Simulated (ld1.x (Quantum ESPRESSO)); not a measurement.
## V: one change to an RRKJ potential, before and after

| Property | Result |
| --- | --- |
| Element | V |
| Generator | ld1.x (Quantum ESPRESSO) 7.5 |
| Type | norm-conserving RRKJ (Kleinman–Bylander form) |
| Functional | PW91 |
| Relativity | scalar-relativistic |
| Frozen core | [Ar] |
| Valence charge | 5 |
| Reference configuration | 3d4 4s1 4p0 |
| Partial waves | 4p (bound, empty): rc 2.70 bohr; 3d (bound): rc 1.75 bohr; 4f channel at 0.25 Ry: rc 2.45 bohr; 4s (bound): rc 2.15 bohr |
| Local potential | the s channel |
| Core correction | none |
| rho0 | 0.005 |

Change: all radii scaled by about 1.34 (s 2.88, p 3.62, d 2.34, f 3.28 bohr).

Cutoffs: the cutoffs (Ry, on a coarse ladder) from which the occupation-weighted sum of valence levels, in a spherical-Bessel basis at the reference potential, stays within 10 and 1 mRy of its value at 400 Ry; they do not see the model core or the augmentation charge, which bear on the density cutoff. Errors are all-electron minus pseudo energies relative to the spin-unpolarised reference configuration.

What does the change do?

The potential gets softer (50 Ry and 70 Ry → 35 Ry and 45 Ry); of the 7 tests that both files solve, the error grows in 1 and shrinks in 6 by more than 15 % and 0.3 meV (median size 91.8 → 22.3 meV); neither file shows a bound ghost. A larger radius leaves more room for a smooth pseudo-wave, so fewer plane waves are needed.

| quantity | base | changed |
| --- | --- | --- |
| cutoff, loose | 50 Ry | 35 Ry |
| cutoff, tight | 70 Ry | 45 Ry |
| loose cutoff by channel (10 mRy a level) | d 50 Ry, s 6 Ry | d 30 Ry, s 6 Ry |
| bound ghosts | none | none |
| error for 3d3 4s2 4p0, meV [ΔE -0.57 eV] | -92 | +22 |
| error for 3d3 4s1 4p0, meV [ΔE 7.22 eV] | -93 | -17 |
| error for 3d3 4s0 4p0, meV [ΔE 21.54 eV] | -33 | -10 |
| error for 3d4 4s0 4p0, meV [ΔE 6.64 eV] | +19 | +31 |
| error for 3d3 4s0 4p1, meV [ΔE 11.33 eV] | -136 | -93 |
| error for 3d3 4s1 4p1, meV [ΔE 2.79 eV] | -125 | -36 |
| error for 3d3.5 4s1.5 4p0, meV [ΔE -0.52 eV] | -21 | +0.3 |
